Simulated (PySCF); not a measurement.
Gas-phase reaction: 2 SnHCl₃ + SnH₄ → 3 SnH₂Cl₂

Method: PySCF energies plus ideal-gas RRHO corrections (1 bar). † marks an energy on the PBE0/def2-TZVP geometry and frequencies. MP2 freezes the core. All species are closed-shell singlets. Sn: scalar-relativistic def2 core potential, no spin-orbit coupling. SnHCl₃, SnH₂Cl₂: computed as isolated molecules; such fragments, hydroxides, amides, oligomers or adducts are transient or little studied in the gas. MP2 isn't extrapolated to the basis-set limit; its ΔH°(298 K) is -2.1 kJ in def2-SVP and -6.2 kJ in def2-TZVPP. The harmonic model lacks anharmonicity and excited electronic states, which grow with temperature; levels with a mode under 35 cm⁻¹ are left out. Soft modes under 120 cm⁻¹ make the harmonic entropy rough for SnHCl₃, SnH₂Cl₂.

```csv
level,"ΔE electronic, kJ","ΔH°(298 K), kJ","ΔS°(298 K), J/K","ΔG°(1000 K), kJ"
HF/def2-TZVP†,-22,-20,24,-44
M06-2X/def2-TZVP†,-18,-17,24,-40
MP2/def2-TZVPP†,-7,-6,24,-30
PBE/def2-TZVP†,-11,-9,24,-33
PBE0/def2-QZVP†,-14,-13,24,-36
```
ΔH° is lowest at HF/def2-TZVP† and highest at MP2/def2-TZVPP†. No reference value is set beside these.
